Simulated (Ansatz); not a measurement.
Ideal-gas functions of AlCl3F3P, SMILES `F[P+](F)(F)[Al-]([Cl])([Cl])[Cl]` at 600 K and 1 bar, from an Ansatz frequency run at PBE0-D4/def2-TZVP.

Molar mass 221.31 g/mol, point group C3v (symmetry number 3), electronic degeneracy 1, moments of inertia 566.821, 830.127, 830.144 u Å². Harmonic wavenumbers (cm⁻¹, unscaled): 27, 39, 39, 114, 125, 125, 172, 172, 252, 359, 359, 379, 508, 589, 589, 942, 960, 960.

Use S(trans) = R[1.5 ln M + 2.5 ln T − 1.1517]; rotational temperatures θ = 24.2544 K / I; S(rot) = R[ln(√π/σ · √(T³/θAθBθC)) + 1.5]; for each mode x = 1.438777 ν̃/T, S = R[x/(eˣ − 1) − ln(1 − e⁻ˣ)] and H = RT x/(eˣ − 1); 1 cm⁻¹ = 0.0119627 kJ/mol; R = 8.31446 J/(mol·K).

Task: By hand: the entropy, in J/(mol·K).

Result: Translation 190.7. Rotation: θ = 0.0428, 0.0292, 0.0292 K, giving 130.4. Vibration, mode by mode: 31.08, 28.02, 28.02, 19.12, 18.36, 18.36, 15.74, 15.74, 12.63, 9.81, 9.81, 9.39, 7.17, 6.10, 6.10, 3.11, 3.00, 3.00, in all 244.6. Electronic 0.0. Sum 565.7 J/(mol·K).

Task: By hand: H − E and G − E in kJ/mol, counted from the electronic energy.

Result: Zero-point energy ½ × 6710 × 0.0119627 = 40.1; thermal vibration 59.2; translation, rotation and pV give 4 RT = 20.0. H − E = 119.3 kJ/mol, and G − E = 119.3 − 600 × 565.7/1000 = -220.1 kJ/mol.

Vibration gives 43 % of the entropy, 143.0 J/(mol·K) of it from the modes under 150 cm⁻¹: soft modes count most, and the harmonic formula is weakest for them. The sum counts one conformer and one mirror image; others add a mixing term.
